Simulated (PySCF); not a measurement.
CH₃Be, doublet, at a GFN2-xTB geometry (such geometries of metal compounds can be far from the true shape) (the spin is typed, not shown lowest). Base run: B3LYP/6-31G** in PySCF.

The PySCF input:
```python
from pyscf import gto, scf, dft

mol = gto.M(
    atom='''
Be   -0.908177   -0.557779   -0.751705
C     0.303123    0.186171    0.250898
H     0.872687   -0.530367    0.845757
H    -0.107342    0.896662    0.970902
H     1.048623    0.747798   -0.315222
''',
    basis='6-31g**',
    charge=0,
    spin=1,
    verbose=5,
)

mf = dft.UKS(mol)
mf.xc = 'b3lyp'
mf.kernel()
mf.analyze()
```

Each row names what was changed in the base input (with any setting that the change needs).

| change | ΔE vs base (mEh) | fitting functions | dipole (D) | outcome |
|---|---|---|---|---|
| base | 0.000 | - | 0.27 | converged |
| auxbasis = even-tempered beta=3.0 | -0.168 | 190 | 0.27 | converged |
| auxbasis = cc-pvtz-jkfit | - | - | - | input refused |
| auxbasis = def2-universal-jkfit | -0.027 | 180 | 0.27 | converged |
| auxbasis = default (with mf = mf.density_fit()) | -0.031 | 213 | 0.27 | converged |
| auxbasis = even-tempered beta=1.6 | -0.001 | 407 | 0.27 | converged |
| auxbasis = def2-svp-ri | -90.002 | 117 | 0.27 | converged |
| auxbasis = cc-pvdz-jkfit | - | - | - | input refused |
| auxbasis = def2-tzvp-ri | -0.126 | 170 | 0.27 | converged |
| auxbasis = def2-universal-jfit | 0.031 | 131 | 0.27 | converged |

A fitting set is made for a task (jfit for Coulomb, jkfit for Coulomb and exchange, ri for correlation) and for a family of orbital bases.

Open shells are given as the SCF converged; they aren't shown to be the lowest states, and a large step between rows can be another state.

- auxbasis = cc-pvtz-jkfit: ended with `pyscf.lib.exceptions.BasisNotFoundError: Basis set not found for Be in cc-pvtz-jkfit`
- auxbasis = cc-pvdz-jkfit: ended with `pyscf.lib.exceptions.BasisNotFoundError: Basis set not found for Be in cc-pvdz-jkfit`
